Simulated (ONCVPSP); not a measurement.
# What one change does to a pseudopotential (platinum, ONCV)

platinum, optimised norm-conserving Vanderbilt (ONCV), made with ONCVPSP 4.0.1 (PBE, scalar-relativistic). Core [Kr] 4d10 4f14, reference 5s2 5p6 5d9 6s1. Waves: 5s+6s: rc 1.45 bohr, ncon 4, nbas 8, qcut 10.1 1/bohr, 2 projectors; 5p: rc 1.15 bohr, ncon 3, nbas 6, qcut 5.8 1/bohr, 1 projector; 5d: rc 2.35 bohr, ncon 4, nbas 8, qcut 6.8 1/bohr, 1 projector. Local part: polynomial inside 0.75 bohr (lpopt 5, dvloc0 -1 Ha). Core correction: none.

Change: p: nproj 3.

Cutoffs: the cutoffs (Ha) at which the residual kinetic energy of the hardest occupied pseudo-wave falls to 1 and 0.1 mHa per electron; they do not see the model core or the augmentation charge, which bear on the density cutoff. Errors are all-electron minus pseudo energies relative to the spin-unpolarised reference configuration.

Q: What does the change do?

A: The bound ghosts move from p, s to s; of the 4 tests that both files solve, the error grows in 0 and shrinks in 1 by more than 15 % and 0.3 meV (median size 5.0 → 3.9 meV).

| quantity | base | changed |
| --- | --- | --- |
| bound ghosts | s, p | s |
| GHOST(+) flags under 300 eV | none | none |
| error for 5s2 5p6 5d9 6s0, meV [ΔE 9.19 eV] | -2.5 | -2.5 |
| error for 5s2 5p6 5d8 6s0, meV [ΔE 29.16 eV] | -7.8 | -7.5 |
| error for 5s2 5p6 5d7 6s0, meV [ΔE 61.38 eV] | -7.6 | -5.4 |
| error for 5s2 5p6 5d8 6s1, meV [ΔE 11.17 eV] | +1.6 | +1.7 |
| s: phases at 1.48 bohr within 0.05 rad from the reference energy up to (Ha; the scan ends near 5) | to the end of the scan | to the end of the scan |
| p: phases at 1.17 bohr within 0.05 rad from the reference energy up to (Ha; the scan ends near 5) | to the end of the scan | to the end of the scan |
| d: phases at 2.38 bohr within 0.05 rad from the reference energy up to (Ha; the scan ends near 5) | 1.4 | 1.4 |

 A true bound ghost makes a file unfit for plane-wave use even where its test errors are small: the radial tests pick states by their node count and pass the ghost by.
